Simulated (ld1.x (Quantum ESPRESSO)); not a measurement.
## Before and after: ultrasoft potential for In

In, ultrasoft, made with ld1.x (Quantum ESPRESSO) 7.5 (LDA (PZ), fully relativistic). Core [Kr], reference 4d10 5s2 5p1. Waves: 5s (bound): rcut 1.75, rcutus 2.05 bohr; 5s channel at 4.05 Ry: rcut 1.75, rcutus 2.05 bohr; 5p (bound): rcut 2.60, rcutus 3.20 bohr; 5p channel at 0.5 Ry: rcut 2.60, rcutus 3.20 bohr; 4d (bound): rcut 1.35, rcutus 1.75 bohr; 4d channel at -1.05 Ry: rcut 1.35, rcutus 1.75 bohr. Local part: all-electron potential smoothed inside 3.00 bohr (lloc = -1). Core correction: Bessel-smoothed model core inside 1.15 bohr. Augmentation charge: PSQ, radius 1.40 bohr.

Open shells are filled in proportion to 2j + 1 (rel_dist='average').

Change: local potential all-electron potential smoothed inside 1.24 bohr (lloc = -1).

Cutoffs: the cutoffs (Ry, on a coarse ladder) from which the occupation-weighted sum of valence levels, in a spherical-Bessel basis at the reference potential, stays within 10 and 1 mRy of its value at 400 Ry; they do not see the model core or the augmentation charge, which bear on the density cutoff. Errors are all-electron minus pseudo energies relative to the spin-unpolarised reference configuration.

How do hardness, ghosts and transferability respond?

The potential gets harder (40 Ry and 60 Ry → 40 Ry and 70 Ry); a bound ghost appears in p, s, which as a rule spoils a file; of the 7 tests that both files solve, the error grows in 1 and shrinks in 0 by more than 15 % and 0.3 meV (median size 2.5 → 2.3 meV); the range in which the d3/2 phases agree widens (upper end 3.4 → at the end of the scan); the range in which the d5/2 phases agree widens (upper end 3.4 → at the end of the scan). A state that the projectors do not describe sees the local part alone, so a deeper or shallower local part can create or remove a ghost.

| quantity | base | changed |
| --- | --- | --- |
| cutoff, loose | 40 Ry | 40 Ry |
| cutoff, tight | 60 Ry | 70 Ry |
| loose cutoff by channel (10 mRy a level) | s 8 Ry, p 6 Ry, d 30 Ry | s 6 Ry, p 6 Ry, d 30 Ry |
| bound ghosts | none | s, p3/2, p1/2 |
| error for 4d10 5s2 5p0, meV [ΔE 5.61 eV] | -0.2 | -0.1 |
| error for 4d10 5s1 5p0, meV [ΔE 25.27 eV] | -7.0 | -6.5 |
| error for 4d10 5s0 5p0, meV [ΔE 54.01 eV] | -42 | -37 |
| error for 4d10 5s1 5p1, meV [ΔE 12.29 eV] | -2.5 | -2.3 |
| error for 4d10 5s2 5p1.3, meV [ΔE -0.58 eV] | 0.0 | 0.0 |
| error for 4d9 5s2 5p2, meV [ΔE 18.18 eV] | -36 | -59 |
| error for 4d10 5s1 5p2, meV [ΔE 5.92 eV] | -1.4 | -1.4 |
| s: phases at 3.50 bohr within 0.05 rad from the reference energy up to (Ry; the scan ends near 5) | to the end of the scan | to the end of the scan |
| p1/2: phases at 3.50 bohr within 0.05 rad from the reference energy up to (Ry; the scan ends near 5) | 2.0 | 2.1 |
| p3/2: phases at 3.50 bohr within 0.05 rad from the reference energy up to (Ry; the scan ends near 5) | 2.1 | 2.2 |
| d3/2: phases at 3.50 bohr within 0.05 rad from the reference energy up to (Ry; the scan ends near 5) | 3.4 | to the end of the scan |
| d5/2: phases at 3.50 bohr within 0.05 rad from the reference energy up to (Ry; the scan ends near 5) | 3.4 | to the end of the scan |
| lowest overlap eigenvalue by channel | s 0.62, p1/2 0.65, p3/2 0.64, d3/2 1.00, d5/2 1.00 | s 0.53, p1/2 0.22, p3/2 0.20, d3/2 1.00, d5/2 0.98 |

 A true bound ghost makes a file unfit for plane-wave use even where its test errors are small: the radial tests pick states by their node count and pass the ghost by.
